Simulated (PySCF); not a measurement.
# [YbH3(H2O)]− at several levels of theory

Computed with PySCF 2.14.0 (density fitting, no spin-orbit coupling) at the geometry relaxed with PBE0:

```xyz
7
[YbH3(H2O)]− (singlet in the valence; each metal's 4f electrons, 14 of them, lie in its core potential, out of spins and levels)
Yb   -0.2745   -0.3334    0.3334
H     0.3736    1.8179    0.7407
H    -0.9312   -1.8496    1.8496
H     0.3736   -0.7407   -1.8179
O    -1.2045    1.3356   -1.3356
H    -0.5950    1.8646   -0.7588
H    -0.5950    0.7588   -1.8646
```

```
 level                                                 basis    state  HOMO (eV)  gap (eV)  charge on Yb1 (e)  population of f-type functions on Yb1 (polarisation alone where 4f lies in the core)  dipole about the centre of mass (D)  largest force component (eV/Å)
  PBE0     Yb lcecp-0-SVP with ECP60, H def2-SVP, O def2-SVP  singlet          –         –              -0.07                                                                                  0.01                                 0.38                            0.00
revPBE                                              the same  singlet          –         –              -0.18                                                                                  0.01                                 0.46                            0.86
  PBE0  Yb lcecp-0-TZVP with ECP60, H def2-TZVP, O def2-TZVP  singlet          –         –               0.36                                                                                  0.01                                 0.42                            0.19
```

In the lcecp rows the 4f levels are missing from HOMO and gap, and the state counts the valence alone.

Charges are Mulliken's, which hang on the basis. The relaxation used the grid (50, 194), these runs (75, 302) or, all-electron (x2c bases, spin-free X2C Hamiltonian), (99, 590).

Question: What does TPSS with Yb lcecp-0-SVP with ECP60, H def2-SVP, O def2-SVP give here?

Answer: state singlet, charge on Yb1 (e) -0.03, population of f-type functions on Yb1 (polarisation alone where 4f lies in the core) 0.01, dipole about the centre of mass (D) 0.45, largest force component (eV/Å) 0.71. Time: 4.2 s on 2 threads of Arm Neoverse V1 (shared host), from an already converged density.

An lcecp potential fixes the number of 4f electrons, so in runs with it no electron can move into or out of that shell.
